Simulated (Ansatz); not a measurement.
Molecule: ScO₂, charge 0, multiplicity 2. The spin state was set by rule; other spins were not relaxed. 
Coordinates optimised at B3LYP-D3(BJ)/def2-TZVP (Ansatz, a program for electronic structure):
```
Sc
O 1 1.7700
O 1 1.7700 2 133.20
```
Charge 0, spin multiplicity 2.

Total electronic energies in hartree. Correlated levels leave the core frozen unless marked. UHF or UKS for open shells. Spin-orbit coupling is left out. Frozen are the shells of the preceding noble gas and the d and f shells that filled before the atom's block. Non-relativistic. CBS(X,Y): correlation extrapolated as X^-3; Hartree-Fock from the larger set. [CCSD(T)-MP2]/basis is that difference in the basis named.

The T1 diagnostic of CCSD in the largest basis is 0.068, which is high, so the coupled-cluster rows are less sure than usual.

| level | program | energy (Eh) |
|---|---|---|
| HF/6-31G | Ansatz | -909.36816 |
| HF/6-31G* | Ansatz | -909.40431 |
| RI-HF/def2-QZVPP | Ansatz | -909.54712 |
| HSE06-D3(BJ)/def2-TZVPD | Ansatz + dftd3 | [?] |
| B2GP-PLYP-D3(BJ)/def2-TZVPD | Ansatz + dftd3 | -910.77308 |
| B2GP-PLYP-D4/def2-TZVPD | Ansatz + dftd4 | -910.77210 |
| B2PLYP-D3(BJ)/def2-TZVPD | Ansatz + dftd3 | [?] |
| SCS-MP2/def2-SVPD | Ansatz | -909.67815 |
| RI-MP2/CBS(def2-TZVPPD,def2-QZVPPD)+[CCSD(T)-MP2]/def2-TZVPPD | Ansatz | -910.1783 |

Fill in the missing entries.


- HSE06-D3(BJ)/def2-TZVPD, energy (Eh): -910.84340
- B2PLYP-D3(BJ)/def2-TZVPD, energy (Eh): -910.89020
